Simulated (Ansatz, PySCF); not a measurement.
C₃HBrClF, SMILES FC(Br)=C=CCl. Atoms are numbered in the order given.

```xyz
7

F      1.2583    -1.7257    -0.1928
C      0.5473    -0.6557     0.1093
Br     1.6179     0.8452     0.4648
C     -0.7566    -0.6307     0.1650
C     -2.0597    -0.5663     0.2373
Cl    -3.0761    -0.1529    -1.0984
H     -2.6167    -0.7728     1.1574
```

Coordinates come from a PBE0-D3(BJ)/def2-SVP optimisation. This is a generated structure with no PubChem entry under its InChIKey; it may be hypothetical.

Two levels are set side by side: PBE-D3(BJ)/def2-SVP (Ansatz, an electronic-structure program) and PBE0-D3(BJ)/def2-SVP (Ansatz). Each level has its own optimised geometry; the coordinates shown are those of the second. Frequencies come from the Hessian of PySCF at each geometry. Differences are taken from unrounded values.

```csv
quantity,PBE0-D3(BJ),PBE-D3(BJ),PBE-D3(BJ) minus PBE0-D3(BJ)
mean bond length (Å),1.439,1.453,0.014
bond F1–C2 (Å),1.320,1.335,0.015
bond C2–Br3 (Å),1.878,1.899,0.022
bond C2–C4 (Å),1.305,1.315,0.010
bond C4–C5 (Å),1.307,1.316,0.010
bond C5–Cl6 (Å),1.729,1.747,0.018
bond C5–H7 (Å),1.095,1.104,0.008
highest harmonic wavenumber (cm⁻¹),3202,3102,-100
mean harmonic wavenumber (cm⁻¹),901,860,-41
zero-point energy (kcal/mol),19.32,18.43,-0.89
```

Exact exchange shortens and stiffens bonds; PBE has none. Differences between two approximate levels are no errors against the true value.
